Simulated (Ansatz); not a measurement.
```xyz
9

C    -0.0419   -0.8223   -1.4065
C    -0.5722   -0.5898   -0.2110
F    -1.6611   -1.2922    0.1545
B    -0.0393    0.4249    0.8426
S     1.3000    1.5285    0.3971
Cl   -0.7652    0.4614    2.4323
H    -0.4652   -1.5567   -2.0813
H     0.8362   -0.2756   -1.7238
H     1.4086    2.1217    1.5962
```

Charge 0, multiplicity 1.

(1) List the PBE0/def2-TZVPP orbital energies in eV (the Gaussian-basis code of Ansatz). (An estimate is asked.)

## Answers

(1) The calculation gave: Occupied: -2767.73, -2422.98, -674.34, -280.51, -278.78, -259.59, -218.37, -197.87, -197.76, -197.71, -186.65, -162.19, -162.09, -162.04, -34.28, -23.82, -22.14, -21.12, -17.37, -15.46, -14.05, -13.28, -13.16, -12.47, -11.74, -10.71, -10.38, -10.17, -8.88, -8.62, -7.80. Lowest empty: -2.07, 0.11, 1.13, 1.34, 1.93, 2.37, 2.62, 3.20.
